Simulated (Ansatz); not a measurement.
Consider the atomization: `BBC=N` → 2 B• + C• + 5 H• + N•.

Calculated with Ansatz (gas phase, PBE0-D4/def2-TZVP geometries, no zero-point term in ΔE). CCSD(T)/CBS adds triple-zeta CCSD(T) − MP2 to the extrapolated MP2 energy (def2 sets, frozen cores). This one scheme is used for every species, atoms too. DFT in def2-TZVPP. HSE06 is defined as in plane-wave codes. No spin–orbit coupling; open shells (•) take unrestricted orbitals. Spin–orbit coupling would lower the free atoms: a little for B, C. One conformer a species, not always the lowest.

`BBC=N`:

```xyz
9

B     1.356   -0.732    0.338
B    -0.233   -0.400    0.528
C    -1.091    0.290   -0.581
N    -1.026    1.525   -0.887
H     1.730   -1.808   -0.035
H     2.209    0.082    0.555
H    -0.802   -0.663    1.554
H    -1.847   -0.300   -1.116
H    -0.296    2.005   -0.356
```

Problem. What is ΔE at CCSD(T)/CBS? (An estimate is asked.)

Solution. The calculation gave: +33.50 eV.

Problem. What do these levels give: LDA (SPW92), PBE0-D4, r2SCANh-D4, HSE06-D4, BHLYP-D4, ωB97M-V, B2PLYP, PBE-QIDH, CCSD(T)/def2-SVP, SCS-MP2/def2-TZVPP, MP2/def2-QZVPP, CCSD/CBS(def2)? (Estimate.)

Solution. Ansatz gave: LDA (SPW92) 38.61, PBE0-D4 34.08, r2SCANh-D4 33.78, HSE06-D4 34.11, BHLYP-D4 33.12, ωB97M-V 33.97, B2PLYP 33.63, PBE-QIDH 33.57, CCSD(T)/def2-SVP 31.94, SCS-MP2/def2-TZVPP 33.19, MP2/def2-QZVPP 33.66, CCSD/CBS(def2) 33.01 eV.

Problem. What do rigid-rotor, harmonic-oscillator terms from PBE0-D4/def2-TZVP frequencies (298.15 K, 1 bar) make of the CCSD(T)/CBS value? (Best estimate.)

Solution. The calculation gave: ΔZPE = -1.70 eV, ΔH = +32.20 eV, ΔS = 885 J/(mol·K), ΔG = +29.46 eV. Open shells count their whole term as degenerate.

Largest T1 diagnostic among the species: 0.015.

The D4 term adds +0.21 eV with B3LYP and +0.11 eV with PBE0; it sums over pairs of atoms, weighted by their polarisabilities, and B3LYP, whose exchange is more repulsive, gets the larger term. From PBE to PBE0 (25 % exact exchange), in def2-TZVPP and without D4, ΔE moves by −0.70 eV: exact exchange takes away binding that semilocal exchange gives to molecules. Leaving LDA and LC-ωPBE aside and taking each functional with its dispersion term where it has one, the values, not all of them listed here, spread over 1.67 eV, from BHLYP-D4 to PBE-D4. LDA lies +3.95 eV from PBE without D4, its usual overbinding.

B3LYP here is the variant with VWN-RPA as its local correlation; programs differ in this.

For atomizations the MP2-based limit and the directly extrapolated one differ by several kJ/mol either way, and by 10 to 25 for some Ge, Se and Sn compounds, so smaller differences from it don't rank the levels.
